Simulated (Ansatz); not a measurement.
`SC[CH2][SnH3]` + CH₄ → `[CH3][SnH3]` + `CCS`  (formal exchange of groups at the Sn–C bond)

Program: Ansatz. Geometries: PBE0-D4/def2-TZVP. ΔE: electronic, gas phase. CCSD(T)/CBS adds triple-zeta CCSD(T) − MP2 to the extrapolated MP2 energy (def2 sets, frozen cores). This one scheme is used for every species. DFT in def2-TZVPP. def2 core potentials past Kr. For Sn outer-core shells are correlated without core-valence functions, which leaves a few kJ/mol of doubt a bond. Each species was taken in one conformer, which may not be the lowest.

`SC[CH2][SnH3]`:

Cartesian coordinates in Å:
```
S -0.089 -2.013 1.885
C -0.139 -0.391 1.053
C 0.146 -0.587 -0.421
Sn 0.115 1.265 -1.518
H -0.363 -1.579 3.127
H 0.605 0.262 1.513
H -1.126 0.051 1.206
H 1.128 -1.044 -0.568
H -0.593 -1.253 -0.873
H 1.301 2.319 -0.881
H 0.436 0.975 -3.169
H -1.421 1.995 -1.353
```

CH₄:

Cartesian coordinates in Å:
```
C 0.000 0.000 0.000
H 0.068 1.060 -0.242
H -0.417 -0.540 -0.849
H -0.645 -0.134 0.868
H 0.994 -0.386 0.223
```

`[CH3][SnH3]`:

```xyz
8

C     0.783    0.733    0.416
Sn   -0.673   -0.630   -0.358
H     0.502    1.046    1.422
H     0.847    1.613   -0.224
H     1.760    0.251    0.455
H    -0.782   -2.008    0.648
H    -2.205    0.125   -0.428
H    -0.232   -1.129   -1.932
```

`CCS`:

```xyz
9

C    -0.101   -0.875   -0.389
C     0.073    0.624   -0.275
S     0.777    1.171    1.303
H     0.848   -1.391   -0.232
H    -0.483   -1.144   -1.379
H    -0.810   -1.246    0.355
H     0.781    0.991   -1.022
H    -0.868    1.150   -0.446
H    -0.216    0.719    2.086
```

```csv
species,r2SCAN energy (Eh)
`SC[CH2][SnH3]`,-693.52845
CH₄,-40.50087
`[CH3][SnH3]`,-256.05406
`CCS`,-477.97678
```

Q: Work out ΔE.

A: ΔE = (-256.05406) + (-477.97678) − (-693.52845) − (-40.50087) = -0.00152 Eh = -4.0 kJ/mol. CCSD(T)/CBS gives -0.8 kJ/mol.

Largest T1 diagnostic among the species: 0.012.

The D4 term adds +5.5 kJ/mol with B3LYP and +3.2 kJ/mol with PBE0; it sums over pairs of atoms, weighted by their polarisabilities, and B3LYP, whose exchange is more repulsive, gets the larger term. In def2-TZVPP, CCSD(T) changes the Hartree–Fock value by +9.3 kJ/mol (the triples alone add +1.7 kJ/mol) and MP2 by +11.9 kJ/mol.

B3LYP here is the variant with VWN-RPA as its local correlation; programs differ in this.
